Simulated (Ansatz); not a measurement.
Reactions of FH5O2Si2 (`O[Si](O)(F)[SiH3]`).

Gas-phase electronic energies from Ansatz, PBE0-D4/def2-TZVP geometries. CBS: MP2 limit from def2 TZ/QZ plus the TZ coupled-cluster correction, frozen cores. This one scheme is used for every species, atoms too. Functionals use def2-TZVPP. Open shells (•) are unrestricted, without spin–orbit coupling. Spin–orbit coupling would lower the free atoms: a little for F, O, Si. def2 core potentials past Kr. For In, Zn outer-core shells are correlated without core-valence functions, so the limit isn't a true one: a few kJ/mol of doubt a bond, and 10 to 20 or more in all where bonds break to atoms. Scalar relativity is left out up to krypton. Each species was taken in one conformer, which may not be the lowest.

```json
{"reaction": "`O[Si](O)(F)[SiH3]` + `FBO[SiH3]` → `O[Si](O)([SiH3])O[SiH3]` + `FBF`", "CCSD/CBS(def2) (kcal/mol)": "3.7", "MP2/CBS(def2) (kcal/mol)": "3.5", "PBE-D4 (kcal/mol)": "3.6", "B2PLYP (kcal/mol)": "4.2", "CCSD(T)/CBS(def2) (kcal/mol)": "3.5"}
{"reaction": "`O[Si](O)(F)[SiH3]` → F• + `O[Si](O)[SiH3]`•", "CCSD/CBS(def2) (kcal/mol)": "161.6", "MP2/CBS(def2) (kcal/mol)": "171.4", "PBE-D4 (kcal/mol)": "157.9", "B2PLYP (kcal/mol)": "158.9", "CCSD(T)/CBS(def2) (kcal/mol)": "163.5"}
{"reaction": "`O[Si](O)(F)[SiH3]` + H₂ → `O[SiH](F)[SiH3]` + H₂O", "CCSD/CBS(def2) (kcal/mol)": "23.5", "MP2/CBS(def2) (kcal/mol)": "25.3", "PBE-D4 (kcal/mol)": "23.3", "B2PLYP (kcal/mol)": "24.3", "CCSD(T)/CBS(def2) (kcal/mol)": "24.1"}
{"reaction": "`O[Si](O)(F)[SiH3]` → H• + `O[Si](O)(F)[SiH2]`•", "CCSD/CBS(def2) (kcal/mol)": "94.1", "MP2/CBS(def2) (kcal/mol)": "91.9", "PBE-D4 (kcal/mol)": "88.4", "B2PLYP (kcal/mol)": "92.2", "CCSD(T)/CBS(def2) (kcal/mol)": "94.2"}
{"reaction": "`O[Si](O)(F)[SiH3]` + BH₃ → `B[Si](O)(F)[SiH3]` + H₂O", "CCSD/CBS(def2) (kcal/mol)": "34.9", "MP2/CBS(def2) (kcal/mol)": "36.2", "PBE-D4 (kcal/mol)": "29.7", "B2PLYP (kcal/mol)": "36.2", "CCSD(T)/CBS(def2) (kcal/mol)": "34.4"}
{"reaction": "`O[Si](O)(F)[SiH3]` → silanol + `O[Si]F`", "CCSD/CBS(def2) (kcal/mol)": "38.7", "MP2/CBS(def2) (kcal/mol)": "40.3", "PBE-D4 (kcal/mol)": "39.8", "B2PLYP (kcal/mol)": "35.9", "CCSD(T)/CBS(def2) (kcal/mol)": "39.1"}
{"reaction": "`O[Si](O)(F)[SiH3]` + `[F][Zn][Cl]` → `[SiH3][Zn][Cl]` + `O[Si](O)(F)F`", "CCSD/CBS(def2) (kcal/mol)": "-33.4", "MP2/CBS(def2) (kcal/mol)": "-33.8", "PBE-D4 (kcal/mol)": "-31.3", "B2PLYP (kcal/mol)": "-34.3", "CCSD(T)/CBS(def2) (kcal/mol)": "-33.0"}
{"reaction": "`O[Si](O)(F)[SiH3]` → `O[SiH2][SiH](O)F`", "CCSD/CBS(def2) (kcal/mol)": "10.5", "MP2/CBS(def2) (kcal/mol)": "10.0", "PBE-D4 (kcal/mol)": "10.4", "B2PLYP (kcal/mol)": "10.3", "CCSD(T)/CBS(def2) (kcal/mol)": "10.5"}
{"reaction": "`O[Si](O)(F)[SiH3]` + `[OH][In]([F])[F]` → `[F][In]([F])[O][SiH3]` + `O[SiH](O)F`", "CCSD/CBS(def2) (kcal/mol)": "-27.0", "MP2/CBS(def2) (kcal/mol)": "-28.0", "PBE-D4 (kcal/mol)": "-17.5", "B2PLYP (kcal/mol)": "-26.4", "CCSD(T)/CBS(def2) (kcal/mol)": "-26.0"}
{"reaction": "`O[Si](O)(F)[SiH3]` → F• + 5 H• + 2 O• + 2 Si•", "CCSD/CBS(def2) (kcal/mol)": "873.6", "MP2/CBS(def2) (kcal/mol)": "904.2", "PBE-D4 (kcal/mol)": "882.1", "B2PLYP (kcal/mol)": "868.0", "CCSD(T)/CBS(def2) (kcal/mol)": "885.5"}
```

Largest T1 diagnostic: 0.018, for `[OH][In]([F])[F]`.
